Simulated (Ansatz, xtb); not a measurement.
## Ranking isomers of C5H4ClF

5 gas-phase structures of C5H4ClF, from a drawn sample of its isomers (lower ones may exist). Each was relaxed with GFN2-xTB:

A. `FC1=C(Cl)CC=C1`, a singlet
B. `F[C@@H]1C=CC(Cl)=C1`, a singlet
C. `FC1=C[C@H](Cl)C=C1`, a singlet
D. `FC1=CCC=C1Cl`, a singlet
E. `FC1=CCC(Cl)=C1`, a singlet

**Question.** Estimate their order in r2SCAN-D4/def2-SVP energy at these geometries, lowest first.

**Answer.** Calculated order at r2SCAN-D4/def2-SVP: E (0.0), D (6.4), A (8.6), C (23.7), B (38.1) kJ/mol. Less than 1 kcal/mol parts D and A, so the order within that pair means little.

Energies above the lowest of each column, in kJ/mol; the last columns are at B3LYP-D3(BJ)/def2-SVP geometries:

| structure | GFN2-xTB | HF/STO-3G | r2SCAN-D4/def2-SVP | B3LYP-D3(BJ)/def2-SVP | CCSD(T)/def2-SVP + ΔMP2/def2-TZVPP |
| --- | --- | --- | --- | --- | --- |
| E | 0.0 | 0.0 | 0.0 | 0.0 | 0.0 |
| D | 9.5 | 2.9 | 6.4 | 6.2 | 5.1 |
| A | 8.9 | 2.5 | 8.6 | 8.3 | 6.9 |
| C | 33.8 | 9.1 | 23.7 | 18.8 | 12.5 |
| B | 35.0 | 40.2 | 38.1 | 32.4 | 20.5 |

Every level run on E puts it lowest or level with the lowest. ΔMP2 is the change of the MP2 energy from the smaller to the larger basis.

Over these structures GFN2-xTB departs from r2SCAN-D4/def2-SVP by 3.6 kJ/mol on average once a common shift is removed. A GFN2-xTB relaxation took about 0.12 s and the r2SCAN-D4/def2-SVP energy about 3.9 s on a shared host (Ansatz 0.2.0, xtb 6.7.1).
